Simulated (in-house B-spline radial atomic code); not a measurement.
Radial electron density of Kr VIII (Kr7+), [Ar] 3d10 4s1. Level of theory: Dirac-Kohn-Sham wB97X, spherical fractional occupations, Fermi nucleus of rms radius 4.1884 fm; calculated with a radial B-spline atomic code at the basis-set limit.

Caution: exact exchange at fractional occupations of open shells leaves self-interaction of up to several eV.

Columns: r (bohr), 4πr²n(r) (electrons per bohr), bar.

```
 0.00176    1.372 #
 0.00213    1.931 ##
 0.00258    2.706 ##
 0.00313    3.776 ###
  0.0038    5.231 ####
  0.0046     7.14 ######
 0.00558    9.659 ########
 0.00676    12.85 ###########
 0.00819    16.79 ##############
 0.00992    21.47 ##################
   0.012    26.71 ######################
  0.0146    32.41 ###########################
  0.0177    37.73 ###############################
  0.0214       42 ###################################
  0.0259    44.55 #####################################
  0.0314     44.8 #####################################
  0.0381    42.81 ####################################
  0.0462    39.62 #################################
  0.0559     37.2 ###############################
  0.0678    37.58 ###############################
  0.0822    41.73 ###################################
  0.0996    48.11 ########################################
   0.121    52.95 ############################################
   0.146    52.21 ###########################################
   0.177    45.14 ######################################
   0.215    35.59 ##############################
    0.26     30.1 #########################
   0.315    31.28 ##########################
   0.382    35.62 ##############################
   0.463    36.43 ##############################
   0.561    30.51 #########################
    0.68    20.39 #################
   0.825    11.03 #########
   0.999    5.207 ####
    1.21    2.428 ##
    1.47    1.167 #
    1.78   0.5001 
    2.16   0.1526 
    2.61  0.03111 
    3.17 0.003314 
    3.84 0.0001859 
    4.65 4.208e-06
```

On this grid the curve has 3 maxima, near 0.0314, 0.121, 0.463 bohr.

The 4s1/2 radial function P(r) = rR(r), positive near the nucleus, with its small component Q(r) (sign convention: Q ≈ (P' + κP/r)/2c):

```csv
r (bohr),P,Q
0.000556,0.01456,-0.001945
0.000816,0.02088,-0.002807
0.0012,0.02987,-0.004038
0.00176,0.04233,-0.00576
0.00258,0.05936,-0.008148
0.0038,0.08233,-0.01145
0.00558,0.1113,-0.01579
0.00819,0.1454,-0.02125
0.012,0.1795,-0.02758
0.0177,0.203,-0.03406
0.0259,0.1942,-0.03857
0.0381,0.1244,-0.03823
0.0559,-0.02501,-0.02967
0.0822,-0.2252,-0.01192
0.121,-0.3461,0.009303
0.177,-0.201,0.02101
0.26,0.2296,0.01408
0.382,0.5478,-0.003805
0.561,0.2346,-0.01273
0.825,-0.5718,-0.006456
1.21,-1.02,0.002851
1.78,-0.6708,0.004492
2.61,-0.1755,0.001435
3.84,-0.01363,0.0001199
```
